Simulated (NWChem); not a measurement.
# SnSiH₄O, singlet; SMILES [OH][Sn][SiH3]

```xyz
7

Sn     0.3303     0.5853     0.0008
O     -1.6376     0.9631    -0.0026
H     -2.2052     0.1840     0.0393
Si    -0.0520    -2.0884     0.0020
H      1.0848    -2.8995     0.5493
H     -0.2802    -2.5542    -1.4094
H     -1.2872    -2.4623     0.7735
```
Atoms are numbered in this order, from 1.

All runs: NWChem. Medium grid unless said otherwise, to which SCAN and Minnesota functionals are sensitive. Low-valent species are run as closed-shell singlets; no triplet was tried in these runs. The geometry was optimised at PBE0/def2-SVP. def2 effective core potentials on Sn; no spin-orbit coupling. Hybrids' shares of exact exchange are those that their runs print; pure functionals count as 0. The functionals differ in more than this share.

| row | share of exact exchange | orbital gap (eV) |
|---|---|---|
| PBE/def2-SVP | 0.00 | 2.06 |
| OLYP/def2-SVP | 0.00 | 2.14 |
| B3LYP/def2-SVP | 0.20 | 3.28 |
| MN15/def2-SVP | 0.44 | withheld |
| M05-2X/def2-SVP | 0.56 | 5.51 |

Task: Fit a straight line of the last column on the one before it, predict the withheld value, and compare with the run.

Result: 
1. Means of the 4 shown rows: x = 0.190, y = 3.248. Slope Σ(x − x̄)(y − ȳ)/Σ(x − x̄)² = 1.274/0.2092 = 6.087; intercept 2.091.
2. The shown rows scatter about the line by 0.033 (root mean square); the largest residual is +0.05, at OLYP/def2-SVP.
3. At x = 0.44 (MN15/def2-SVP; inside the shown range) the line gives 4.77.
4. The run gives 4.52, -0.25 from the line, 7.6 times the scatter.
